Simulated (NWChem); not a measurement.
System: C3H5NSi; SMILES N1[SiH2]C=CC=1

Input file for NWChem:

```
start job
memory heap 200 mb stack 900 mb global 1100 mb
geometry units angstroms noautosym nocenter noautoz
  C      0.558863     1.382554     0.000000
  C      1.329442     0.276261     0.000000
  Si     0.094145    -1.143779     0.000000
  N     -1.351798    -0.104619     0.000000
  C     -0.916019     1.103674     0.000000
  H      0.925252     2.408476     0.000000
  H      2.413758     0.315130     0.000000
  H      0.141509    -2.001582     1.211925
  H      0.141509    -2.001582    -1.211925
  H     -1.616678     1.948006     0.000000
end
basis spherical
  * library 6-31g*
end
dft
  xc b3lyp
  iterations 150
end
property
  shielding 9 1 2 3 4 5 6 7 8 10
end
task dft property
```

Parts of the log:

```
             Northwest Computational Chemistry Package (NWChem) 7.3.0
             --------------------------------------------------------

                             Geometry "geometry" -> ""
                             -------------------------

 Output coordinates in angstroms (scale by  1.889725989 to convert to a.u.)

  No.       Tag          Charge          X              Y              Z
 ---- ---------------- ---------- -------------- -------------- --------------
    1 C                    6.0000     0.55886300     1.38255400     0.00000000
    2 C                    6.0000     1.32944200     0.27626100     0.00000000
    3 Si                  14.0000     0.09414500    -1.14377900     0.00000000
    4 N                    7.0000    -1.35179800    -0.10461900     0.00000000
    5 C                    6.0000    -0.91601900     1.10367400     0.00000000
    6 H                    1.0000     0.92525200     2.40847600     0.00000000
    7 H                    1.0000     2.41375800     0.31513000     0.00000000
    8 H                    1.0000     0.14150900    -2.00158200     1.21192500
    9 H                    1.0000     0.14150900    -2.00158200    -1.21192500
   10 H                    1.0000    -1.61667800     1.94800600     0.00000000

 Effective nuclear repulsion energy (a.u.)     204.6575353963

                              NWChem Property Module
                              ----------------------

  itol2e modified to match energy
  convergence criterion.

                                 NWChem DFT Module
                                 -----------------

 Summary of "ao basis" -> "ao basis" (spherical)
 ------------------------------------------------------------------------------
       Tag                 Description            Shells   Functions and Types
 ---------------- ------------------------------  ------  ---------------------
 C                           6-31g*                  6       14   3s2p1d
 Si                          6-31g*                  8       18   4s3p1d
 N                           6-31g*                  6       14   3s2p1d
 H                           6-31g*                  2        2   2s

  itol2e modified to match energy
  convergence criterion.

            General Information
            -------------------
          SCF calculation type: DFT
          Wavefunction type:  closed shell.
          No. of atoms     :    10
          No. of electrons :    44
           Alpha electrons :    22
            Beta electrons :    22
          Charge           :     0
          Spin multiplicity:     1
          Use of symmetry is: off; symmetry adaption is: off
          Maximum number of iterations: 150
          AO basis - number of functions:    84
                     number of shells:    42
          Convergence on energy requested:  1.00D-07
          Convergence on density requested:  1.00D-05
          Convergence on gradient requested:  5.00D-04

              XC Information
              --------------
                         B3LYP Method XC Potential
                     Hartree-Fock (Exact) Exchange  0.200
                        Slater Exchange Functional  0.800 local
                    Becke 1988 Exchange Functional  0.720 non-local
              Lee-Yang-Parr Correlation Functional  0.810
                  VWN I RPA Correlation Functional  0.190 local

             Grid Information
             ----------------
          Grid used for XC integration:  fine
          Radial quadrature: Mura-Knowles
          Angular quadrature: Lebedev.
          Tag              B.-S. Rad. Rad. Pts. Rad. Cut. Ang. Pts.
          ---              ---------- --------- --------- ---------
          C                   0.70       70          10.0       590
          Si                  1.10      123          10.0       770
          N                   0.65       70          10.0       590
          H                   0.35       60          11.0       590
          Grid pruning is: on
          Number of quadrature shells:   703
          Spatial weights used:  Erf1

      Superposition of Atomic Density Guess
      -------------------------------------

 Sum of atomic energies:        -458.58297091

      Non-variational initial energy
      ------------------------------

 Total energy =    -461.347831
 1-e energy   =   -1034.917502
 2-e energy   =     368.912135
 HOMO         =      -0.310200
 LUMO         =      -0.071277

   convergence    iter        energy       DeltaE   RMS-Dens  Diis-err
 ---------------- ----- ----------------- --------- --------- ---------
 d= 0,ls=0.0,diis     1   -461.4543070963 -6.66D+02  1.72D-02  6.42D-01
 d= 0,ls=0.0,diis     2   -461.3325034232  1.22D-01  1.25D-02  1.70D+00
 d= 0,ls=0.0,diis     3   -461.5292002912 -1.97D-01  2.29D-03  7.56D-02
 d= 0,ls=0.0,diis     4   -461.5378508680 -8.65D-03  6.64D-04  3.06D-03
 d= 0,ls=0.0,diis     5   -461.5381721196 -3.21D-04  2.93D-04  7.09D-04
  Resetting Diis
 d= 0,ls=0.0,diis     6   -461.5382599925 -8.79D-05  9.61D-05  1.12D-04
 d= 0,ls=0.0,diis     7   -461.5382752423 -1.52D-05  5.17D-05  5.52D-06
 d= 0,ls=0.0,diis     8   -461.5382740338  1.21D-06  3.19D-05  1.51D-05
 d= 0,ls=0.0,diis     9   -461.5382759138 -1.88D-06  5.14D-06  4.62D-07
 d= 0,ls=0.0,diis    10   -461.5382759701 -5.63D-08  1.10D-06  6.79D-09

         Total DFT energy =     -461.538275970090
      One electron energy =    -1038.748478668597
           Coulomb energy =      418.554495514862
    Exchange-Corr. energy =      -46.001828212656
 Nuclear repulsion energy =      204.657535396301

 Numeric. integr. density =       44.000000154503

                       DFT Final Molecular Orbital Analysis
                       ------------------------------------

 Vector   20  Occ=2.000000D+00  E=-3.275925D-01
              MO Center=  7.5D-01, -1.3D-01,  4.6D-08, r^2= 3.1D+00
   Bfn.  Coefficient  Atom+Function         Bfn.  Coefficient  Atom+Function
  ----- ------------  ---------------      ----- ------------  ---------------
    18      0.336866   2 C  py               36     -0.314136   3 Si py
    17      0.198378   2 C  px               35     -0.198879   3 Si px
     4     -0.193793   1 C  py               76     -0.186234   6 H  s
    22      0.176394   2 C  py               66      0.159852   5 C  s
    78      0.155868   7 H  s                75     -0.145178   6 H  s

 Vector   21  Occ=2.000000D+00  E=-2.671265D-01
              MO Center=  2.3D-01,  5.1D-01,  5.0D-11, r^2= 2.6D+00
   Bfn.  Coefficient  Atom+Function         Bfn.  Coefficient  Atom+Function
  ----- ------------  ---------------      ----- ------------  ---------------
    19      0.352411   2 C  pz               51     -0.327772   4 N  pz
     5      0.310490   1 C  pz               23      0.266169   2 C  pz
    55     -0.249205   4 N  pz                9      0.221397   1 C  pz
    65     -0.155814   5 C  pz               69     -0.106726   5 C  pz
    45     -0.045931   3 Si d  1

 Vector   22  Occ=2.000000D+00  E=-2.538436D-01
              MO Center= -1.2D+00,  1.4D-01,  1.7D-10, r^2= 2.0D+00
   Bfn.  Coefficient  Atom+Function         Bfn.  Coefficient  Atom+Function
  ----- ------------  ---------------      ----- ------------  ---------------
    49      0.507602   4 N  px               53      0.342876   4 N  px
     6     -0.262645   1 C  s                52     -0.221022   4 N  s
     3      0.197096   1 C  px               84      0.194235  10 H  s
    35     -0.185860   3 Si px               34      0.166995   3 Si s
     7      0.166008   1 C  px               36      0.143440   3 Si py

[...]

          -----------------------------------------
          Chemical Shielding Tensors (GIAO, in ppm)
          -----------------------------------------

                                NWChem CPHF Module
                                ------------------

  scftype          =     RHF
  nclosed          =       22
  nopen            =        0
  variables        =     1364
  # of vectors     =        3
  tolerance        = 0.10D-03
  level shift      = 0.00D+00
  max iterations   =       50
  max subspace     =       30

 SCF residual:    8.8044427365299642E-005

Iterative solution of linear equations
  No. of variables     1364
  No. of equations        3
  Maximum subspace       30
        Iterations       50
       Convergence  1.0D-04

   iter   nsub   residual    time
   ----  ------  --------  ---------
     1      3    6.60D-01      49.6
     2      6    9.61D-02      54.8
     3      9    4.16D-03      59.8
     4     12    2.87D-04      64.9
     5     15    1.98D-05      70.0

      Atom:    1  C
        Diamagnetic
    264.6843     -0.9829     -0.0000
     -0.9829    264.5484      0.0000
     -0.0000      0.0000    239.4339

        Paramagnetic
   -284.9759    -56.7578      0.0000
    -56.7578   -234.0968      0.0000
      0.0000      0.0000    -94.7908

        Total Shielding Tensor
    -20.2916    -57.7407      0.0000
    -57.7407     30.4517      0.0000
      0.0000      0.0000    144.6430

           isotropic =      51.6010
          anisotropy =     139.5630

          Principal Components and Axis System
                 1           2           3
              144.6430     68.1491    -57.9890

      1        -0.0000     -0.5467      0.8373
      2         0.0000      0.8373      0.5467
      3         1.0000     -0.0000     -0.0000

      Atom:    2  C
        Diamagnetic
    266.1657      3.0813     -0.0000
      3.0813    263.5132      0.0000
     -0.0000      0.0000    240.7325

        Paramagnetic
   -313.0695    -15.4981      0.0000
    -15.4981   -239.7497      0.0000
      0.0000      0.0000    -58.7921

        Total Shielding Tensor
    -46.9038    -12.4168      0.0000
    -12.4168     23.7635      0.0000
      0.0000      0.0000    181.9404

           isotropic =      52.9334
          anisotropy =     193.5106

          Principal Components and Axis System
                 1           2           3
              181.9404    -49.0220     25.8817

      1         0.0000      0.9858     -0.1682
      2         0.0000      0.1682      0.9858
      3         1.0000     -0.0000     -0.0000

      Atom:    3  Si
        Diamagnetic
    885.1576     -0.9336     -0.0000
     -0.9336    886.4709     -0.0000
     -0.0000     -0.0000    879.0000

        Paramagnetic
   -404.0761    -11.8729      0.0000
    -11.8729   -451.1091      0.0000
      0.0000      0.0000   -571.2160

        Total Shielding Tensor
    481.0816    -12.8065      0.0000
    -12.8065    435.3618      0.0000
      0.0000      0.0000    307.7841

           isotropic =     408.0758
          anisotropy =     114.5228

          Principal Components and Axis System
                 1           2           3
              484.4244    432.0190    307.7841

      1         0.9676      0.2526     -0.0000
      2        -0.2526      0.9676     -0.0000
      3         0.0000      0.0000      1.0000

      Atom:    4  N
        Diamagnetic
    318.5075     -5.8575     -0.0000
     -5.8575    340.7913     -0.0000
     -0.0000     -0.0000    308.4118

        Paramagnetic
   -453.5126     75.2083      0.0000
     75.2083   -685.2847     -0.0000
      0.0000     -0.0000    -28.2784

        Total Shielding Tensor
   -135.0051     69.3508      0.0000
     69.3508   -344.4934     -0.0000
      0.0000     -0.0000    280.1334

           isotropic =     -66.4550
          anisotropy =    -448.3743

          Principal Components and Axis System
                 1           2           3
             -365.3712    280.1334   -114.1273

      1        -0.2883      0.0000      0.9576
      2         0.9576     -0.0000      0.2883
      3         0.0000      1.0000      0.0000

      Atom:    5  C
        Diamagnetic
    266.0856      2.8529     -0.0000
      2.8529    262.1365     -0.0000
     -0.0000     -0.0000    240.4266

        Paramagnetic
   -322.4429     29.7567      0.0000
     29.7567   -251.8090     -0.0000
      0.0000     -0.0000   -125.9126

        Total Shielding Tensor
    -56.3573     32.6096      0.0000
     32.6096     10.3275     -0.0000
      0.0000     -0.0000    114.5140

           isotropic =      22.8281
          anisotropy =     137.5289

          Principal Components and Axis System
                 1           2           3
              114.5140    -69.6529     23.6231

      1         0.0000      0.9260      0.3775
      2        -0.0000     -0.3775      0.9260
      3         1.0000     -0.0000      0.0000

      Atom:    6  H
        Diamagnetic
     27.2230      5.8653     -0.0000
      5.8653     41.1780      0.0000
     -0.0000      0.0000     21.2733

        Paramagnetic
     -2.8187     -9.0942     -0.0000
     -9.0942    -14.7406      0.0000
     -0.0000      0.0000      3.7475

        Total Shielding Tensor
     24.4043     -3.2289     -0.0000
     -3.2289     26.4374      0.0000
     -0.0000      0.0000     25.0209

           isotropic =      25.2875
          anisotropy =       5.2777

          Principal Components and Axis System
                 1           2           3
               28.8060     25.0209     22.0357

      1        -0.5915      0.0000      0.8063
      2         0.8063     -0.0000      0.5915
      3         0.0000      1.0000     -0.0000

      Atom:    7  H
        Diamagnetic
     43.8855      1.3067     -0.0000
      1.3067     24.7254      0.0000
     -0.0000      0.0000     21.1897

        Paramagnetic
    -20.8342     -1.0145      0.0000
     -1.0145      2.2884     -0.0000
      0.0000     -0.0000      5.4133

        Total Shielding Tensor
     23.0512      0.2922     -0.0000
      0.2922     27.0138     -0.0000
     -0.0000     -0.0000     26.6031

           isotropic =      25.5560
          anisotropy =       2.2187

          Principal Components and Axis System
                 1           2           3
               27.0352     26.6031     23.0298

      1         0.0731      0.0000      0.9973
      2         0.9973      0.0000     -0.0731
      3        -0.0000      1.0000     -0.0000

      Atom:    8  H
        Diamagnetic
     24.6531     -0.5175      0.6160
     -0.5175     31.2977     -7.5765
      0.6160     -7.5765     32.6396

        Paramagnetic
      0.6124      0.4195     -0.3625
      0.4195     -4.0426      3.9340
     -0.3625      3.9340     -4.3948

        Total Shielding Tensor
     25.2655     -0.0980      0.2535
     -0.0980     27.2551     -3.6425
      0.2535     -3.6425     28.2448

           isotropic =      26.9218
          anisotropy =       6.7720

          Principal Components and Axis System
                 1           2           3
               31.4364     25.2622     24.0667

      1         0.0414      0.9961     -0.0779
      2        -0.6568      0.0858      0.7491
      3         0.7529      0.0202      0.6578

      Atom:    9  H
        Diamagnetic
     32.7213     -9.1531     -0.0000
     -9.1531     35.3944     -0.0000
     -0.0000     -0.0000     21.3805

        Paramagnetic
     -8.8634      9.8185      0.0000
      9.8185    -10.9248     -0.0000
      0.0000     -0.0000      0.9330

        Total Shielding Tensor
     23.8579      0.6653      0.0000
      0.6653     24.4696     -0.0000
      0.0000     -0.0000     22.3135

           isotropic =      23.5470
          anisotropy =       2.0235

          Principal Components and Axis System
                 1           2           3
               24.8960     23.4315     22.3135

      1         0.5396      0.8419     -0.0000
      2         0.8419     -0.5396      0.0000
      3        -0.0000      0.0000      1.0000
```

Level: B3LYP/6-31G* (spherical d), GIAO. All runs use the structure optimised with B3LYP/6-31G* (spherical d). The output numbers the shielded atoms by their place in the input's list. The printed shielding anisotropy is the first printed principal value minus the mean of the other two.
